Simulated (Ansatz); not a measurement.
```xyz
3

O     0.0049   -0.0480   -1.6952
C     0.0262   -0.0410   -0.5371
S    -0.0474   -0.0003    1.0222
```

Basis set: STO-3G (spherical functions). Correlated methods keep 7 orbitals frozen. Charge 0, multiplicity 1.

Computed with Ansatz (development build ahead of 0.2.0); each method stands on the lowest determinant of its kind that the runs found. Restricted open shells among the atoms or ions are ROHF, correlated in semicanonical orbitals with singles.

(1) Give the atomization energy at this shape (free ground-state atoms in the same class of orbitals less the molecule, no zero-point energy) of singlet COS by RHF-MP2, RHF.

Answers

(1)

```
 method  atomization energy
RHF-MP2       1157.6 kJ/mol
    RHF        708.8 kJ/mol
```

This basis has no polarisation functions and is too small for such energies, which can lie far from measured ones in either direction.
